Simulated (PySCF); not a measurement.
Job file and geometry (Å, from GFN2-xTB) of an NMR shielding run on `InChI=1S/C2H5N3OSi2/c3-1-8-4-7-5(8)2-6/h2,4,8H,7H2/t8-/m1/s1`, GIAO PBE0/pcSseg-1 NMR shielding, non-relativistic, gas phase in PySCF 2.14.0, density-fitted response routines; density fitting, a coarse starting grid and PySCF grid level 2 are the driver's defaults:

```
$ OMP_NUM_THREADS=1 python probes_run.py task.json out

{"job": {"kind": "nmr", "xc": "PBE0", "basis": "pcSseg-1"}, "charge": 0, "multiplicity": 1}
N     -1.054729    -3.418383     0.467709
C     -0.903431    -2.374728     0.022830
Si    -0.687968    -0.689249    -0.750029
N      0.906716    -0.392305    -1.355596
Si     1.389668     0.859190    -0.220298
N     -0.232646     0.534213     0.425287
C     -0.806949     1.157636     1.455309
O     -0.276059     2.038402     2.087385
H     -1.834273    -0.347786    -1.578580
H      1.401722    -0.797423    -2.128837
H      1.479721     2.177085    -0.824832
H      2.441978     0.459785     0.696816
H     -1.828139     0.794049     1.685108
```

Problem. Write the output of this run.

Solution. 
```
coarse grid: 12792 points
cycle   1  E = -896.8691378594  dE =  1.338e+00  |g| = 9.615e-01  |ddm| = 3.586e+00
cycle   2  E = -896.0422695560  dE =  8.269e-01  |g| = 2.166e+00  |ddm| = 2.447e+00
cycle   3  E = -897.0341900138  dE = -9.919e-01  |g| = 3.464e-01  |ddm| = 2.019e+00
cycle   4  E = -897.0564241993  dE = -2.223e-02  |g| = 1.395e-01  |ddm| = 3.491e-01
cycle   5  E = -897.0602127459  dE = -3.789e-03  |g| = 2.687e-02  |ddm| = 1.177e-01
cycle   6  E = -897.0603811304  dE = -1.684e-04  |g| = 8.172e-03  |ddm| = 3.089e-02
cycle   7  E = -897.0603889175  dE = -7.787e-06  |g| = 5.834e-03  |ddm| = 8.339e-03
cycle   8  E = -897.0603960638  dE = -7.146e-06  |g| = 1.223e-03  |ddm| = 3.672e-03
final grid: 117312 points
cycle   9  E = -897.1102177165  dE = -1.957e-06  |g| = 1.246e-02  |ddm| = 1.839e-02
cycle  10  E = -897.1101283509  dE =  8.937e-05  |g| = 2.495e-02  |ddm| = 2.350e-02
cycle  11  E = -897.1102464275  dE = -1.181e-04  |g| = 1.716e-03  |ddm| = 1.635e-02
cycle  12  E = -897.1102470172  dE = -5.897e-07  |g| = 4.082e-04  |ddm| = 1.427e-03
cycle  13  E = -897.1102470476  dE = -3.037e-08  |g| = 1.571e-04  |ddm| = 4.137e-04
cycle  14  E = -897.1102470517  dE = -4.159e-09  |g| = 8.128e-05  |ddm| = 1.346e-04
cycle  15  E = -897.1102470531  dE = -1.325e-09  |g| = 2.345e-05  |ddm| = 5.534e-05
cycle  16  E = -897.1102470532  dE = -1.130e-10  |g| = 3.572e-06  |ddm| = 1.726e-05
converged SCF energy = -897.1102470532

GIAO shielding tensors (ppm)
atom      isotropic    diamagn.    paramagn.     s11        s22        s33       span
  0 N      -91.744     337.574    -429.318   -294.222   -271.475    290.465    584.687
  1 C       62.445     263.230    -200.784    -51.245    -49.606    288.187    339.432
  2 Si     403.335     880.441    -477.106    354.798    411.662    443.545     88.747
  3 N      246.760     325.113     -78.353    214.244    251.807    274.231     59.987
  4 Si     366.245     881.425    -515.180    338.439    370.011    390.285     51.846
  5 N      133.815     335.713    -201.898     53.184    124.291    223.971    170.787
  6 C       20.742     244.399    -223.657    -73.694     37.366     98.556    172.250
  7 O     -137.944     399.656    -537.599   -424.360   -270.345    280.875    705.235
  8 H       26.129      28.066      -1.936     22.533     24.029     31.826      9.293
  9 H       31.279      31.395      -0.116     23.621     26.209     44.008     20.387
 10 H       26.052      29.632      -3.581     22.893     23.562     31.700      8.807
 11 H       25.973      30.180      -4.207     22.911     23.485     31.523      8.611
 12 H       23.451      27.425      -3.974     19.564     23.656     27.134      7.570
```

Size and cost of the density-fitted run: 175 basis functions, 36 s wall time on 1 thread of an Arm Neoverse V1, shared host; peak memory 0.79 GiB.
